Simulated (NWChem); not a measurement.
System: HSeF; SMILES [SeH]F

Here is an NWChem input.

```
start job
memory heap 200 mb stack 900 mb global 1100 mb
geometry units angstroms noautosym nocenter noautoz
  Se     0.033975     0.328507     0.000000
  H     -1.449480     0.459847     0.000000
  F      0.051681    -1.450947     0.000000
end
basis spherical
  * library sto-3g
end
dft
  xc b3lyp
  iterations 150
end
property
  response 1 0.0773
end
task dft property
```

Output (shortened):

```
             Northwest Computational Chemistry Package (NWChem) 7.3.0
             --------------------------------------------------------

                             Geometry "geometry" -> ""
                             -------------------------

 Output coordinates in angstroms (scale by  1.889725989 to convert to a.u.)

  No.       Tag          Charge          X              Y              Z
 ---- ---------------- ---------- -------------- -------------- --------------
    1 Se                  34.0000     0.03397500     0.32850700     0.00000000
    2 H                    1.0000    -1.44948000     0.45984700     0.00000000
    3 F                    9.0000     0.05168100    -1.45094700     0.00000000

 Effective nuclear repulsion energy (a.u.)     105.0354946173

                              NWChem Property Module
                              ----------------------

                                 NWChem DFT Module
                                 -----------------

 Summary of "ao basis" -> "ao basis" (spherical)
 ------------------------------------------------------------------------------
       Tag                 Description            Shells   Functions and Types
 ---------------- ------------------------------  ------  ---------------------
 Se                          sto-3g                  8       18   4s3p1d
 H                           sto-3g                  1        1   1s
 F                           sto-3g                  3        5   2s1p

            General Information
            -------------------
          SCF calculation type: DFT
          Wavefunction type:  closed shell.
          No. of atoms     :     3
          No. of electrons :    44
           Alpha electrons :    22
            Beta electrons :    22
          Charge           :     0
          Spin multiplicity:     1
          Use of symmetry is: off; symmetry adaption is: off
          Maximum number of iterations: 150
          AO basis - number of functions:    24
                     number of shells:    12
          Convergence on energy requested:  1.00D-06
          Convergence on density requested:  1.00D-05
          Convergence on gradient requested:  5.00D-04

              XC Information
              --------------
                         B3LYP Method XC Potential
                     Hartree-Fock (Exact) Exchange  0.200
                        Slater Exchange Functional  0.800 local
                    Becke 1988 Exchange Functional  0.720 non-local
              Lee-Yang-Parr Correlation Functional  0.810
                  VWN I RPA Correlation Functional  0.190 local

             Grid Information
             ----------------
          Grid used for XC integration:  medium
          Radial quadrature: Mura-Knowles
          Angular quadrature: Lebedev.
          Tag              B.-S. Rad. Rad. Pts. Rad. Cut. Ang. Pts.
          ---              ---------- --------- --------- ---------
          Se                  1.15      112           6.0       590
          H                   0.35       45           6.0       434
          F                   0.50       49           7.0       434
          Grid pruning is: on
          Number of quadrature shells:   206
          Spatial weights used:  Erf1

      Superposition of Atomic Density Guess
      -------------------------------------

 Sum of atomic energies:       -2471.97893947

      Non-variational initial energy
      ------------------------------

 Total energy =   -2471.725422
 1-e energy   =   -3675.343851
 2-e energy   =    1098.582934
 HOMO         =      -0.125149
 LUMO         =       0.137506

   convergence    iter        energy       DeltaE   RMS-Dens  Diis-err
 ---------------- ----- ----------------- --------- --------- ---------
 d= 0,ls=0.0,diis     1  -2473.7316993419 -2.58D+03  6.17D-02  2.29D-01
 d= 0,ls=0.0,diis     2  -2473.6982409110  3.35D-02  3.64D-02  3.94D-01
 d= 0,ls=0.0,diis     3  -2473.7866942294 -8.85D-02  3.36D-03  2.19D-03
 d= 0,ls=0.0,diis     4  -2473.7871788032 -4.85D-04  9.74D-04  2.20D-04
 d= 0,ls=0.0,diis     5  -2473.7872346960 -5.59D-05  1.26D-04  2.02D-06
 d= 0,ls=0.0,diis     6  -2473.7872353346 -6.39D-07  9.09D-06  7.96D-09

         Total DFT energy =    -2473.787235334630
      One electron energy =    -3672.725428184870
           Coulomb energy =     1192.663689485662
    Exchange-Corr. energy =      -98.760991252742
 Nuclear repulsion energy =      105.035494617320

 Numeric. integr. density =       44.000014984618

                       DFT Final Molecular Orbital Analysis
                       ------------------------------------

 Vector   20  Occ=2.000000D+00  E=-2.568621D-01
              MO Center=  4.6D-02, -8.5D-01, -3.6D-09, r^2= 1.3D+00
   Bfn.  Coefficient  Atom+Function         Bfn.  Coefficient  Atom+Function
  ----- ------------  ---------------      ----- ------------  ---------------
    24      0.786861  3 F  pz                13      0.576705  1 Se pz
     9     -0.172366  1 Se pz                 5      0.056381  1 Se pz

 Vector   21  Occ=2.000000D+00  E=-2.007081D-01
              MO Center= -4.3D-02, -1.1D+00,  5.6D-10, r^2= 1.3D+00
   Bfn.  Coefficient  Atom+Function         Bfn.  Coefficient  Atom+Function
  ----- ------------  ---------------      ----- ------------  ---------------
    22      0.908669  3 F  px                19      0.317065  2 H  s
    10     -0.267387  1 Se s                 11     -0.162401  1 Se px
    12     -0.152328  1 Se py                23      0.090418  3 F  py
     7      0.060315  1 Se px                 8      0.045238  1 Se py
     6      0.044947  1 Se s

 Vector   22  Occ=2.000000D+00  E=-1.267097D-01
              MO Center=  4.0D-02, -2.6D-01, -6.9D-10, r^2= 1.7D+00
   Bfn.  Coefficient  Atom+Function         Bfn.  Coefficient  Atom+Function
  ----- ------------  ---------------      ----- ------------  ---------------
    13      0.848564  1 Se pz                24     -0.621183  3 F  pz
     9     -0.247801  1 Se pz                 5      0.080887  1 Se pz

 Vector   23  Occ=0.000000D+00  E= 1.071770D-01
              MO Center=  5.8D-02, -3.4D-01, -6.4D-11, r^2= 1.6D+00
   Bfn.  Coefficient  Atom+Function         Bfn.  Coefficient  Atom+Function
  ----- ------------  ---------------      ----- ------------  ---------------
    12      0.893830  1 Se py                23      0.730313  3 F  py
    21      0.297751  3 F  s                 11     -0.248655  1 Se px
     8     -0.243343  1 Se py                19     -0.194017  2 H  s
    10     -0.175234  1 Se s                  4      0.079149  1 Se py
     7      0.063582  1 Se px                20     -0.050758  3 F  s

 Vector   24  Occ=0.000000D+00  E= 2.128781D-01
              MO Center= -8.0D-01,  2.8D-01, -2.5D-10, r^2= 1.5D+00
   Bfn.  Coefficient  Atom+Function         Bfn.  Coefficient  Atom+Function
  ----- ------------  ---------------      ----- ------------  ---------------
    19      1.056117  2 H  s                 11      0.952679  1 Se px
    10     -0.546014  1 Se s                  7     -0.229064  1 Se px
    23      0.229309  3 F  py                22     -0.155474  3 F  px
    12      0.128989  1 Se py                21      0.112068  3 F  s
     3      0.074467  1 Se px                 6      0.061414  1 Se s

     Multipole analysis of the density
     ---------------------------------

     L   x y z        total         alpha         beta         nuclear
     -   - - -        -----         -----         ----         -------
     0   0 0 0     -0.000000    -22.000000    -22.000000     44.000000

     1   1 0 0     -0.371267     -0.347015     -0.347015      0.322763
     1   0 1 0      0.074484      1.387865      1.387865     -2.701246
     1   0 0 1     -0.000000     -0.000000     -0.000000      0.000000

     2   2 0 0    -14.825422    -11.277097    -11.277097      7.728772
     2   1 1 0     -0.477730      1.478713      1.478713     -3.435156
     2   1 0 1      0.000000      0.000000      0.000000      0.000000
     2   0 2 0    -16.056701    -48.788223    -48.788223     81.519745
     2   0 1 1      0.000000      0.000000      0.000000      0.000000
     2   0 0 2    -16.469074     -8.234537     -8.234537      0.000000

 *** CALLING NEW AORESP DRIVER FOR CLOSED AND OPEN SHELLS ***
 Entering AOResponse driver routine

--------------------------------------------------------------------------------

          -----------------------------------------------
          Solving response equations for perturbing field
          -----------------------------------------------

 number of frequencies:     1
 frequency in a.u.:  0.7730000E-01
 Perturbing field: electric
 Using El. Dipole Length Gauge

 Setting up CPKS with frequency omega =      0.07730000 a.u.

                            NWChem Dynamic CPHF Module
                            --------------------------

    scftype = RHF
    nclosed =   22
      nopen =    0
  variables =       88
  num. vecs =        3
  tolerance =   1.0D-04
  max. iter =   50

 SCF residual:    9.1963387623244680E-006

Iterative solution of linear equations
  No. of variables       88
  No. of equations        3
  Maximum subspace       30
       Convergence  1.0D-04

[...]

 DFT Linear Response polarizability / au
 Frequency  =       0.0773000 / au
 Wavelength =     589.4353558 / nm
              X              Y              Z
 -----------------------------------------------
 X      11.2083877     -2.3679711     -0.0000000
 Y      -2.3679753     13.5594829     -0.0000000
 Z       0.0000000     -0.0000000      1.7390912
 -----------------------------------------------
 Eigenvalues =       9.7402259     15.0276447      1.7390912
 Isotropic   =       8.8356539
 Anisotropic =      11.5879379
 -----------------------------------------------

 Magnetic Dipole Response Matrix (nonzero elements):

 Exiting AOResponse driver routine
```

Level: B3LYP/STO-3G. STO-3G and 3-21G are far too small for this property and stand as cheap habits. All runs use the structure optimised with B3LYP/6-31G* (spherical d).
